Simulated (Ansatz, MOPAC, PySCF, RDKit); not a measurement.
Pair of molecules: SiH4 (SMILES [SiH4]) (first 5 atoms) with N2 (SMILES N#N); geometry from B3LYP-D3(BJ)/def2-TZVP, rigid monomers moved along the line of their centres of mass till Si1···N7 is 3.18 Å.
(charge 0, multiplicity 1):
```xyz
7

Si     0.0824     0.1487    -0.1899
H      0.4002     0.4069    -1.6132
H      0.2577     1.3973     0.5851
H      0.9960    -0.8907     0.3350
H     -1.3175    -0.3157    -0.0744
N      0.0024    -0.3227     3.9429
N     -0.3678    -0.3354     2.9170
```

Monomers are frozen at their geometry in the pair; levels with a basis set take the counterpoise correction. Rows marked so take none.

Frozen-core correlation. Rows in 6-31G* carry no dispersion term and start afresh at each structure (6-31G* with six Cartesian d functions). The state that PM7 reach isn't checked; PM7 holds dispersion and hydrogen-bond terms.

Run with Ansatz (a quantum-chemistry and plane-wave program) with Gaussian orbitals; MOPAC for PM7 (differences of heats of formation); PySCF for 6-31G* rows, the dispersion terms; RDKit for the force fields. 

```
level                            interaction energy (meV)
-------------------------------  ------------------------
MMFF94                                              141.8
PM7                                                 -35.1
PBE-D3(BJ)/def2-TZVPPD                              -16.3
B3LYP/6-31G* (no counterpoise)                       11.6
B3LYP-D4/def2-TZVPPD                                  8.4
M06-2X/6-31G* (no counterpoise)                     -49.3
wB97M-V/def2-TZVPPD                                  -9.8
MP2/aug-cc-pV(D+d)Z                                  -0.6
MP2/aug-cc-pV(T+d)Z                                     ?
```

Task: Some entries are withheld; supply them.

Result: 
- MP2/aug-cc-pV(T+d)Z, interaction energy (meV): -12.0
